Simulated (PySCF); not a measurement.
Computed shifts of a molecule C3H7BFN, PySCF with PBE0/pcSseg-1, GIAO, gas phase, equivalent atoms averaged, in ppm (number of nuclei): ¹³C: 156.9 (1), 134.9 (1), 27.5 (1). ¹⁵N: 72.9 (1). ¹⁹F: -122.8 (1). ¹H: 6.63 (1), 6.06 (1), 3.33 (1), 3.03 (1), 2.22 (3). References: ¹³C against TMS (σ = 186.3 ppm); ¹¹B against BF3 (σ = 88.8 ppm); ¹⁵N against NH3 (σ = 267.4 ppm); ¹⁹F against CFCl3 (σ = 167.2 ppm); ¹H against TMS (σ = 31.56 ppm), references at their B3LYP-D3(BJ)/def2-TZVP geometries, non-relativistic. The structure is a stationary point at ωB97X-D3(BJ)/def2-SVP. A frequency run showed that this geometry is not a minimum. One conformer was computed; it need not be the lowest.

Task: Which molecule gave these data?
(A) C/C=C/B(N)F
(B) C=CCB(N)F
(C) C/N=C/B(C)F
(D) C=C(C)B(N)F

Result: A, C/C=C/B(N)F
